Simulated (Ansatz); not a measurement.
Saddle point of MgNH6ClO, closed shell (MgNH₄Cl ([NH3][MgH][Cl]) + H₂O → MgNH₄ClO ([NH3][Mg]([OH])[Cl]) + H₂; bonds formed: Mg1–O7, H2–H6; bonds broken: Mg1–H2, H6–O7), PBE0-D4/def2-TZVP structure:

Mg1  (-1.041, -0.245, -0.944)
H2  (-0.021, 1.315, -1.264)
Cl3  (-2.697, -0.649, -2.332)
H4  (0.632, 0.060, 0.862)
N5  (-0.123, -1.032, 0.655)
H6  (0.454, 1.304, -0.494)
O7  (1.041, 1.149, 0.765)
H8  (-0.693, -1.241, 1.467)
H9  (0.447, -1.858, 0.507)
H10  (2.000, 1.197, 0.778)
(Å)

Energies are electronic, without zero-point energy. Barriers and step energies count from the start structure reached by relaxing down the imaginary mode; all methods use the PBE0-D4 structures, on which another method's saddle can fall below an end. Ansatz 0.2.0; basis: def2-TZVPP, with def2-QZVPP for the basis limit; cores frozen in the correlated methods. The outer core shell of Li, Na, Mg and K is correlated. The def2 sets are not built for correlating such inner shells, so the correlated values are less sure here. B3LYP uses VWN-RPA correlation. Extrapolation: Hartree–Fock as exp(−7.88 √X), correlation as X^−2.97.

```tsv
method	barrier (kcal/mol)	step energy (kcal/mol)
SPW92	13.34	-11.25
PBE-D4	?	-14.66
BLYP-D4	20.24	-16.93
r2SCAN-D4	20.36	-17.54
B97M-V	29.02	-11.83
PBE0-D4	?	-14.30
B3LYP-D4	23.86	-16.40
r2SCAN0-D4	24.09	-16.56
BHLYP-D4	29.50	-16.08
CAM-B3LYP-D4	25.08	-16.06
wB97X-V	26.50	-16.26
wB97M-V	26.73	-16.27
B2PLYP	24.63	-17.32
PBE-QIDH	25.48	-15.83
RPA on PBE	?	-16.60
HF	41.25	-15.54
MP2	23.78	-18.91
CCSD	29.05	-16.70
CCSD(T)	26.62	-16.76
```

(1) Fill in the withheld barriers. (Judge from chemistry; the value comes from the calculation.)

T1 diagnostic: at most 0.009.

Answers

(1) Computed: PBE-D4 18.56; RPA on PBE 26.09; PBE0-D4 23.26 kcal/mol. Each is the energy of the saddle less that of the start structure, by the same method.

For comparison, the barrier by CCSD(T) at an estimated basis limit (MP2 extrapolated from triple and quadruple zeta, plus CCSD(T) − MP2 in triple zeta) is 25.83 kcal/mol.

Labels in which every atom is bracketed show which atoms are joined, not bond orders.

For scale, one of the runs: CCSD(T)/def2-TZVPP, 220 basis functions (an equivalent command: `ansatz run in.yaml --threads 4`). Hardware: 4 CPU threads, shared host. Wall time 2 min; peak host memory 3.7 GiB.
